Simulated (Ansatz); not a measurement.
Job for Ansatz (an electronic-structure program): U-B3LYP/cc-pVTZ on aminoborane (SMILES BN), a point of a bond scan (R = 1.610 Å).

Ansatz 0.2 input:
```yaml
crystal:
  periodic: [false, false, false]
  atoms:
    - {symbol: B, position_ang: [-0.77598333, 0.04477233, -0.00303336]}
    - {symbol: N, position_ang: [0.60927771, -0.03515382, 0.00238170]}
    - {symbol: H, position_ang: [-1.63705710, -1.31554931, -0.04086467]}
    - {symbol: H, position_ang: [-1.29389237, 1.11910141, 0.02047198]}
    - {symbol: H, position_ang: [1.20971392, 0.77280035, 0.02532482]}
    - {symbol: H, position_ang: [1.11296685, -0.90681330, -0.01624534]}
basis:
  gaussian:
    orbitals: cc-pVTZ
hamiltonian:
  xc: {name: B3LYP}
magnetization: {spin_polarized: true, initial_magnetization: 0}
```

Program output:

```
WARN ansatz: RAYON_NUM_THREADS=1 ignored (pool sized by the plan → 1); use --threads N
Functional definition: B3LYP
integrals: 0.02 GiB planned
627 factors; their error is unknown
mean field: 0.35 GiB planned
mean field evaluation 1: about -2226.3424 eV, gradient 4.0e1 eV
mean field evaluation 2: about -2216.5900 eV, gradient 5.9e1 eV
mean field evaluation 4: about -2232.4048 eV, gradient 2.7e0 eV
mean field evaluation 8: about -2232.4415 eV, gradient 2.0e-2 eV
mean field -2232.44148099 eV, -82.0407112231 hartree, gradient 3.3e-5 eV, S^2 0.000000; 0 other end points of the search recorded, 0 dependent functions left out
reference -2232.44168728 eV, -82.0407188042 hartree; 8, 8 occupied and 108, 108 virtual orbitals, 627 factors
Total energy: -2232.44168728 eV, -82.0407188042 hartree
```

The run converged.

Cost: very roughly 1.6 core-seconds.
